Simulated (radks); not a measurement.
Values are calculated unless marked as measured or tabulated.
All-electron atom: Os V in [Xe] 4f14 5d4. Code: a radial shooting solver on a logarithmic mesh with Libxc functionals. Model: Dirac Kohn-Sham, PBE, spin-unpolarised, spherical densities, finite nucleus; open shells fill j = l - 1/2 first; Fermi nuclear charge, rms radius 5.4126 fm.

Spin-orbit splittings of the eigenvalues, e(l+1/2) - e(l-1/2), with zeta = 2 splitting/(2l+1) and mean radii in bohr:

| shell | occ. | splitting (eV) | zeta (eV) | <r> j=l-1/2 | <r> j=l+1/2 |
|---|---|---|---|---|---|
| 2p | 6 | 1531 | 1021 | 0.06130 | 0.06950 |
| 3p | 6 | 333.9 | 222.6 | 0.1835 | 0.1986 |
| 3d | 10 | ? | ? | 0.1734 | 0.1781 |
| 4p | 6 | 78.43 | 52.29 | 0.4357 | 0.4692 |
| 4d | 10 | 14.53 | 5.812 | 0.4824 | 0.4937 |
| 4f | 14 | 2.811 | 0.8032 | 0.5512 | 0.5592 |
| 5p | 6 | 12.59 | 8.394 | 1.087 | 1.178 |
| 5d | 4 | 1.396 | 0.5585 | 1.520 | 1.559 |

Estimate the 3d splitting.

Answer. 72.33 eV (zeta = 28.93 eV).
